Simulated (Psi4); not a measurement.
Pair of molecules, SMILES C#C with SMILES S (the first has 4 atoms); geometry from B3LYP-D3(BJ)/def2-TZVP.
(charge 0, multiplicity 1):
```xyz
7

C     -0.5123     0.7521     0.1693
C     -0.5379    -0.4381     0.0418
H     -0.4887     1.8089     0.2820
H     -0.5590    -1.4951    -0.0700
S      0.9836    -0.3501     3.6988
H     -0.2701    -0.3655     4.1787
H      0.5615    -0.1526     2.4378
```

Method: Psi4 with SAPT0/jun-cc-pV(D+d)Z.

### Question
Which attractive term is largest, and how does the interaction split up?

### Answer
electrostatics -116.2, exchange 158.2, induction -34.8, dispersion -58.9, total -51.8 meV; the largest attraction is electrostatics.
